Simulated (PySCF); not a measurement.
**NMR parameters of Si(vinyl)3(NEt2)**

Si(vinyl)3(NEt2), C10H19NSi, point group C1.

Geometry:
```
atom   x (Å)   y (Å)   z (Å)
 Si1   0.497   0.629   0.508
  C2   0.868   0.103   2.267
  C3   2.095   0.091   2.800
  H4   0.024  -0.160   2.920
  H5   2.982   0.361   2.215
  H6   2.276  -0.182   3.847
  C7   2.096   0.995  -0.400
  C8   2.318   2.104  -1.116
  H9   2.886   0.231  -0.383
 H10   1.569   2.901  -1.186
 H11   3.249   2.270  -1.670
 C12  -0.535   2.198   0.547
 C13  -1.845   2.213   0.269
 H14  -0.061   3.142   0.849
 H15  -2.369   1.298  -0.032
 H16  -2.450   3.124   0.329
 N17  -0.374  -0.655  -0.279
 C18  -0.683  -0.544  -1.692
 C19   0.229  -1.365  -2.593
 C20  -0.833  -1.856   0.387
 C21  -2.281  -1.786   0.855
 H22  -0.618   0.518  -1.986
 H23  -1.739  -0.827  -1.872
 H24   1.273  -1.032  -2.487
 H25   0.189  -2.436  -2.342
 H26  -0.062  -1.261  -3.651
 H27  -0.706  -2.723  -0.288
 H28  -0.180  -2.063   1.250
 H29  -2.413  -0.984   1.598
 H30  -2.964  -1.577   0.016
 H31  -2.599  -2.736   1.314
```

GIAO calculations in PySCF on the PBE0-D3(BJ)/def2-SVP structure: isolated species, non-relativistic, equivalent atoms averaged; basis pcSseg-1.

Question: Give the isotropic shieldings (ppm) with B3LYP, PBE0.

Answer: 
```tsv
atoms	environment	B3LYP	PBE0
Si1	silicon bonded to 3 C, N	359.5	371.1
N17	nitrogen bonded to 2 C, Si	214.7	222.1
C2/C7/C12	carbon bonded to C, Si, H	33.6	39.7
C3/C8/C13	carbon bonded to C, 2 H	35.7	39.4
C18/C20	carbon bonded to C, N, 2 H	137.6	143.9
C19/C21	carbon bonded to C, 3 H	162.5	168.1
H4/H9/H14	hydrogen on a carbon bonded to C, Si	25.09	24.86
H5/H6/H10/H11/H15/H16	hydrogen on a carbon bonded to C	25.21	24.94
H22/H23/H27/H28	hydrogen on a carbon bonded to C, N	28.63	28.54
H24/H25/H26/H29/H30/H31	hydrogen on a carbon bonded to C	30.40	30.30
HOMO–LUMO gap (eV)	–	5.04	5.44
```

Question: And the chemical shifts, against references computed in the same way?

Answer: 
```
                  atoms  nucleus, reference  B3LYP   PBE0
                    Si1           ²⁹Si, TMS  -21.6  -19.1
                    N17            ¹⁵N, NH3   48.8   43.6
              C2/C7/C12            ¹³C, TMS  145.6  144.7
              C3/C8/C13            ¹³C, TMS  143.6  145.0
                C18/C20            ¹³C, TMS   41.6   40.5
                C19/C21            ¹³C, TMS   16.7   16.3
              H4/H9/H14             ¹H, TMS   6.29   6.41
  H5/H6/H10/H11/H15/H16             ¹H, TMS   6.17   6.32
        H22/H23/H27/H28             ¹H, TMS   2.76   2.73
H24/H25/H26/H29/H30/H31             ¹H, TMS   0.98   0.96
```

Question: Which part of the shielding of Si1 depends on the functional?

Answer: Diamagnetic: B3LYP 888, PBE0 888 ppm; paramagnetic: B3LYP -529, PBE0 -517 ppm. The diamagnetic part, set mainly by inner electrons, hardly moves; the paramagnetic part goes with low-lying magnetically allowed excitations and carries the spread.

Experimental scales use liquid or dissolved standards, which lie at an offset from isolated NH3 (liquid NH3: subtract about 20 ppm).
